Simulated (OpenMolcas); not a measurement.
**N²⁺: terms and fine structure**

```json
{
  "Program": "OpenMolcas 26.06",
  "Method": "MS-RASPT2, IPEA 0.25 Eh, imaginary shift 0.1 Eh (closed shells correlated: 1s)",
  "Basis": "ANO-RCC-VTZP [4s3p2d1f]",
  "Scalar Hamiltonian": "DKH2, point nucleus",
  "Active space": "3 electrons in 9 orbitals (RAS2 2s 2p; RAS3 3d, at most 2 electrons)",
  "State averaging": "2S+1 = 4 odd, 1 root; 2S+1 = 2 odd, 11 roots; 2S+1 = 4 even, 3 roots; 2S+1 = 2 even, 9 roots",
  "Spin-orbit coupling": "RASSI with atomic mean-field integrals over the reference wave functions, term energies averaged over their components"
}
```

Spin-free terms above the lowest, with the occupations of the reference:

| Configuration | Term | E (cm-1) | Occupations |
| --- | --- | --- | --- |
| 2s2 2p | 2P* | 0.0 | 2s 1.91 2p 1.08 3d 0.01 |
| 2s 2p2 | 4P | 56360 | 2s 1.00 2p 2.00 |
| 2s 2p2 | 2D | 101280 | 2s 1.00 2p 1.98 3d 0.02 |
| 2s 2p2 | 2S | 131970 | 2s 1.00 2p 1.99 3d 0.01 |
| 2s 2p2 | 2P | 147090 | 2s 0.98 2p 2.00 3d 0.03 |
| 2p3 | 4S* | 186240 | 2p 2.99 3d 0.01 |
| 2p3 | 2D* | 203280 | 2s 0.03 2p 2.93 3d 0.04 |
| 2p3 | 2P* | 232050 | 2s 0.10 2p 2.87 3d 0.03 |

With spin-orbit coupling, above the lowest level:

| Configuration | Term | J | E (cm-1) | Measured (cm-1) | g | Term weight % |
| --- | --- | --- | --- | --- | --- | --- |
| 2s2 2p | 2P* | 1/2 | 0.0 | 0.0 | 0.666 | 100 |
| 2s2 2p | 2P* | 3/2 | 157 | 174 | 1.334 | 100 |
| 2s 2p2 | 4P | 1/2 | 56370 |  | 2.671 | 100 |
| 2s 2p2 | 4P | 3/2 | 56420 | 57247 | 1.735 | 100 |
| 2s 2p2 | 4P | 5/2 | 56520 | 57328 | 1.601 | 100 |
| 2s 2p2 | 2D | 3/2 | 101380 | 101031 | 0.800 | 100 |
| 2s 2p2 | 2D | 5/2 | 101390 | 101024 | 1.200 | 100 |
| 2s 2p2 | 2S | 1/2 | 132080 | 131004 | 2.002 | 100 |
| 2s 2p2 | 2P | 1/2 | 147120 | 145876 | 0.666 | 100 |
| 2s 2p2 | 2P | 3/2 | 147230 | 145986 | 1.334 | 100 |
| 2p3 | 4S* | 3/2 | 186340 | 186797 | 2.002 | 100 |
| 2p3 | 2D* | 3/2 | 203380 | 203089 | 0.800 | 100 |
| 2p3 | 2D* | 5/2 | 203380 | 203075 | 1.200 | 100 |
| 2p3 | 2P* | 1/2 | 232150 | 230404 | 0.666 | 100 |
| 2p3 | 2P* | 3/2 | 232160 | 230409 | 1.334 | 100 |

Against the 13 measured excited levels shown (Moore, Selected Tables of Atomic Spectra, NSRDS-NBS 3, section 5) the mean absolute deviation is 810 cm-1; the largest miss in energy is 2p3 2P* 3/2: computed 232160, measured 230409 cm-1 (+0.8 %), and the largest in proportion 2s2 2p 2P* 3/2 (-10.1 %).

Spin-orbit coupling puts the lowest level 105 cm-1 below the lowest spin-free term.

CASPT2 breaks the degeneracy within a term, and the mean is taken; among the terms shown or strongly mixed into the levels shown the widest spread is 11 cm-1 (2p3 2D*). Active for correlation alone: 3d; no level in the range computed is led by a configuration that fills it, so any true level of that kind is missing. Measured partners are found by configuration, term and J. A level has none where our copy of the source lacks it or the pairing is in doubt (some pairs that miss far off the trend of their configuration count as doubtful), and it then counts in no deviation. Only configurations of the active space appear. The first state left out of the spin-orbit step lies near 520000 cm-1 above the lowest spin-free state of the reference (among the parities and spins computed), and the list stops at four fifths of that energy or lower.

The term weight is that of the spin-free term in the level, not the purity of its configuration. * marks odd parity.
